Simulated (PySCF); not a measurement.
Isomers of C5H8F3OP. Computed with PBE0-D3(BJ)/def2-SVP geometry optimisation, gas phase (PySCF 2.14.0). Energies are electronic, without zero-point or thermal terms, for one conformer each. No frequencies were run at this level. Point groups hold within 0.08 Å.

Problem. Order them by energy at this level, lowest first, and give relative energies in kcal/mol.
A. `[CH3:1][CH2:2][P@:3]([CH3:4])(=[O:5])[C:6]([F:7])=[C:8]([F:9])[F:10]` with C1–C2–P3–C4 -56°, C2–P3–C6–F7 -73°
B. `[O:1]=[P@@H:2]1[CH2:3][CH2:4][C@H:5]([C:6]([F:7])([F:8])[F:9])[CH2:10]1` with O1–P2–C3–C4 -109°, P2–C3–C4–C5 -38°, C3–C4–C5–C6 173°, C4–C5–C10–P2 -36°

Solution. B (0.0), A (40.1).

As drawn, the higher has a C=C bond outside aromatic rings, which the lower lacks.

```csv
SMILES,E (Eh),E rel (kcal/mol),dipole (D),point group,"A, B, C (MHz)"
O=[P@@H]1CC[C@H](C(F)(F)F)C1,-910.25391,0.0,3.50,C1,"2449, 646.8, 592.5"
CC[P@](C)(=O)C(F)=C(F)F,-910.19004,40.1,3.48,C1,"1537, 838.3, 714.6"
```

Problem. How do the relative energies change in single points at PBE0/pcSseg-1 (no added dispersion term) on the same geometries?

Solution. 
```json
{"SMILES": "O=[P@@H]1CC[C@H](C(F)(F)F)C1", "PBE0-D3(BJ)/def2-SVP (kcal/mol)": "0.0", "PBE0/pcSseg-1 (kcal/mol)": "0.0", "shift": "0.0"}
{"SMILES": "CC[P@](C)(=O)C(F)=C(F)F", "PBE0-D3(BJ)/def2-SVP (kcal/mol)": "40.1", "PBE0/pcSseg-1 (kcal/mol)": "38.3", "shift": "-1.8"}
```

Each column counts from its own lowest isomer. The order is unchanged; the largest shift is 1.8 kcal/mol.
